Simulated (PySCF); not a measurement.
# Excitation energy of P(2+) by level of theory

P(2+) [Ne] 3s2 3p1 (2P) → P(2+) [Ne] 3s2 3d1 (2D), as a difference of total energies. All numbers are calculated (PySCF 2.14, the spin-free X2C one-electron Hamiltonian (Gaussian nucleus), in aug-cc-pCVQZ-DK (10s9p7d5f3g, 134 functions)). Correlated levels: valence: [Ne] frozen; valence and next inner shell: 1s2 frozen; nothing frozen. The calculations carry no spin-orbit coupling.

```
                                method  excitation energy (cm⁻¹)
                                   UHF                    109400
                                   LDA                     98626
                                   PBE                     97719
                                  PBE0                    101050
                                r2SCAN                    100980
                               r2SCANh                    101890
                                  PW91                     97876
                                M06-2X                    102260
                         MP2 (valence)                    104770
                     SCS-MP2 (valence)                    104470
    MP2 (valence and next inner shell)                    104540
SCS-MP2 (valence and next inner shell)                    104340
                   MP2 (all electrons)                    104580
               SCS-MP2 (all electrons)                    104360
```

A first-order spin-orbit estimate (lowest level to lowest level, LS coupling) adds 0.040 eV.

The promoted electron is Rydberg-like, and one or two diffuse shells describe it only roughly, which tends to raise the upper state.
